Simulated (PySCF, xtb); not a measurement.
C3H7FSi, SMILES FC1C[SiH2]C1.

Harmonic wavenumbers (cm⁻¹) from GFN2-xTB in xtb at its own minimum, in rising order: 79, 370, 405, 448, 451, 503, 608, 686, 718, 754, 773, 813, 899, 1003, 1035, 1080, 1160, 1180, 1199, 1255, 1312, 1456, 1462, 2274, 2289, 2935, 3011, 3016, 3021, 3024.

Question: What does PBE-D3(BJ)/def2-SVP (PySCF) give at its own minimum? (The exact figures need the calculation; the answer reports its results.)

Answer: 136, 354, 405, 442, 489, 495, 634, 687, 716, 759, 848, 873, 922, 933, 1010, 1026, 1067, 1104, 1162, 1264, 1326, 1352, 1391, 2166, 2178, 2954, 3001, 3006, 3091, 3092. Paired by order, the mean absolute difference is 42 cm⁻¹ and the zero-point energies are 56.1 and 55.6 kcal/mol.
